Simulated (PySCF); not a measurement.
CAM-B3LYP on Nd (neodymium, neutral)

Configuration: [Xe] 4f4 6s1 6p1, one real determinant (an excited configuration). Computed with PySCF 2.14 in x2c-TZVPPall (11s7p7d4f2g, 113 functions), with the spin-free X2C one-electron Hamiltonian (Gaussian nucleus).

| Item | Value |
| --- | --- |
| Total energy | -9623.72 hartree |
| One-electron energy | -13138.23 hartree |
| Hartree (Coulomb) energy | 3740.45 hartree |
| Exchange-correlation energy | -225.93 hartree |
| ⟨S²⟩ | 12.0016 |
| ⟨L²⟩ | 36.070 |
| Sum of ⟨r⟩ | 44.95 bohr |
| Sum of ⟨r²⟩ | 97.73 bohr² |
| Traceless quadrupole moment −½Σ⟨3z² − r²⟩ along its main axis | -15.6 e·bohr² |
| Langevin diamagnetic susceptibility | -77.4 ×10⁻⁶ cm³/mol |
| Time after the integrals | roughly 30 core-seconds |

```json
{"shell": "1s α", "electrons": "1", "mean orbital energy (eV)": "-43397.9", "spread (eV)": "0", "rms radius, mean of both spins (bohr)": "0.0269"}
{"shell": "1s β", "electrons": "1", "mean orbital energy (eV)": "-43397.9", "spread (eV)": "0", "rms radius, mean of both spins (bohr)": "0.0269"}
{"shell": "2s α", "electrons": "1", "mean orbital energy (eV)": "-7043.7", "spread (eV)": "0", "rms radius, mean of both spins (bohr)": "0.109"}
{"shell": "2s β", "electrons": "1", "mean orbital energy (eV)": "-7043.7", "spread (eV)": "0", "rms radius, mean of both spins (bohr)": "0.109"}
{"shell": "2p α", "electrons": "3", "mean orbital energy (eV)": "-6304.8", "spread (eV)": "0.037", "rms radius, mean of both spins (bohr)": "0.0977"}
{"shell": "2p β", "electrons": "3", "mean orbital energy (eV)": "-6304.8", "spread (eV)": "0.028", "rms radius, mean of both spins (bohr)": "0.0977"}
{"shell": "3s α", "electrons": "1", "mean orbital energy (eV)": "-1539.5", "spread (eV)": "0", "rms radius, mean of both spins (bohr)": "0.284"}
{"shell": "3s β", "electrons": "1", "mean orbital energy (eV)": "-1538.3", "spread (eV)": "0", "rms radius, mean of both spins (bohr)": "0.284"}
{"shell": "3p α", "electrons": "3", "mean orbital energy (eV)": "-1304.7", "spread (eV)": "0.173", "rms radius, mean of both spins (bohr)": "0.284"}
{"shell": "3p β", "electrons": "3", "mean orbital energy (eV)": "-1303.5", "spread (eV)": "0.227", "rms radius, mean of both spins (bohr)": "0.284"}
{"shell": "3d α", "electrons": "5", "mean orbital energy (eV)": "-974.38", "spread (eV)": "0.118", "rms radius, mean of both spins (bohr)": "0.262"}
{"shell": "3d β", "electrons": "5", "mean orbital energy (eV)": "-973.31", "spread (eV)": "0.289", "rms radius, mean of both spins (bohr)": "0.262"}
{"shell": "4s α", "electrons": "1", "mean orbital energy (eV)": "-313.28", "spread (eV)": "0", "rms radius, mean of both spins (bohr)": "0.646"}
{"shell": "4s β", "electrons": "1", "mean orbital energy (eV)": "-309.94", "spread (eV)": "0", "rms radius, mean of both spins (bohr)": "0.646"}
{"shell": "4p α", "electrons": "3", "mean orbital energy (eV)": "-235.73", "spread (eV)": "0.222", "rms radius, mean of both spins (bohr)": "0.686"}
{"shell": "4p β", "electrons": "3", "mean orbital energy (eV)": "-232.26", "spread (eV)": "0.382", "rms radius, mean of both spins (bohr)": "0.686"}
{"shell": "4d α", "electrons": "5", "mean orbital energy (eV)": "-123.98", "spread (eV)": "0.294", "rms radius, mean of both spins (bohr)": "0.764"}
{"shell": "4d β", "electrons": "5", "mean orbital energy (eV)": "-120.10", "spread (eV)": "0.667", "rms radius, mean of both spins (bohr)": "0.764"}
{"shell": "5s α", "electrons": "1", "mean orbital energy (eV)": "-46.190", "spread (eV)": "0", "rms radius, mean of both spins (bohr)": "1.58"}
{"shell": "5s β", "electrons": "1", "mean orbital energy (eV)": "-44.255", "spread (eV)": "0", "rms radius, mean of both spins (bohr)": "1.58"}
{"shell": "5p α", "electrons": "3", "mean orbital energy (eV)": "-26.494", "spread (eV)": "0.042", "rms radius, mean of both spins (bohr)": "1.85"}
{"shell": "5p β", "electrons": "3", "mean orbital energy (eV)": "-24.970", "spread (eV)": "0.071", "rms radius, mean of both spins (bohr)": "1.85"}
{"shell": "4f α", "electrons": "4", "mean orbital energy (eV)": "-7.221", "spread (eV)": "0.662", "rms radius, mean of both spins (bohr)": "1.22"}
{"shell": "6s α", "electrons": "1", "mean orbital energy (eV)": "-5.826", "spread (eV)": "0", "rms radius, mean of both spins (bohr)": "4.65"}
{"shell": "6p α", "electrons": "1", "mean orbital energy (eV)": "-3.098", "spread (eV)": "0", "rms radius, mean of both spins (bohr)": "5.81"}
```

⟨L²⟩ = 36.07 against 56 for a pure K term, so this real determinant mixes terms. Spin-orbit coupling, absent here, splits the open shell strongly.

Densities and radii are taken from the X2C orbitals without a picture-change correction, which distorts them close to the nucleus.
